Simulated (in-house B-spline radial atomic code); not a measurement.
## PBE hybrid excitations of neutral helium

Method: PBE hybrid with 0.8 exact exchange. Computed with an all-electron radial atomic-structure program (B-spline basis): linear response of the closed shell 1s2 with the functional's adiabatic kernel; non-relativistic, point nucleus, no spin-orbit coupling, no double excitations, S, P, D and F terms only.

Command:
```bash
python run_td.py task.json out
```
Settings (radii: box in bohr, nucleus in fm):
```
Z                        2
electrons                2
configuration            1s2
hamiltonian              nr
method                   pbeh
box_radius               75
exact_exchange_fraction  0.8
intervals                48
```

Run time, properties included: 0.1 s on 1 thread of Arm Neoverse N1, with other jobs on the host.

The lowest states, in the order of their Tamm-Dancoff energies; the method's threshold (minus the highest occupied level) is 23.732 eV. Labels give the largest channel, * marks a mixed state, and oscillator strengths are full-response dipole values. Measured ¹D terms are left out, since they can mix with doubly excited terms. Semilocal kernels can invert the small singlet-triplet splittings of Rydberg terms. Energies in eV:

```
     state  full response  Tamm-Dancoff  oscillator strength  measured (J-weighted term)
1s → 2s 3S         19.734        19.804                    -                      19.820
1s → 2s 1S              ?             ?                    -                           -
1s → 2p 3P         21.032        21.044                    -                      20.964
1s → 2p 1P              ?             ?                    ?                           ?
1s → 3s 3S         22.358        22.369                    -                      22.718
1s → 3s 1S         22.569        22.574                    -                      22.920
1s → 3p 3P         22.633        22.636                    -                      23.007
1s → 3p 1P         22.717        22.718               0.0529                      23.087
1s → 3d 3D         22.753        22.753                    -                      23.074
1s → 3d 1D         22.753        22.753                    -                           -
```

Problem. Where does 1s → 2p 1P lie?

Solution. At 21.357 eV in full response, 21.362 eV in Tamm-Dancoff, oscillator strength 0.211; measured 21.218 eV.

Problem. Where does 1s → 2s 1S lie?

Solution. At 20.799 eV in full response, 20.822 eV in Tamm-Dancoff.

Problem. How large is the singlet-triplet splitting of 1s → 2s (S terms) in Tamm-Dancoff?

Solution. 1.02 eV, from the unrounded values.

Problem. What polarisabilities and dispersion coefficient does the method give?

Solution. Dipole 1.338 bohr³, quadrupole 2.346 bohr⁵, C6 1.399 hartree·bohr⁶ for two such species. Recommended dipole value: 1.38375 ± 2e-05 bohr³ (Schwerdtfeger and Nagle, table of static dipole polarizabilities (2023 update)), which includes relativity and correlation.
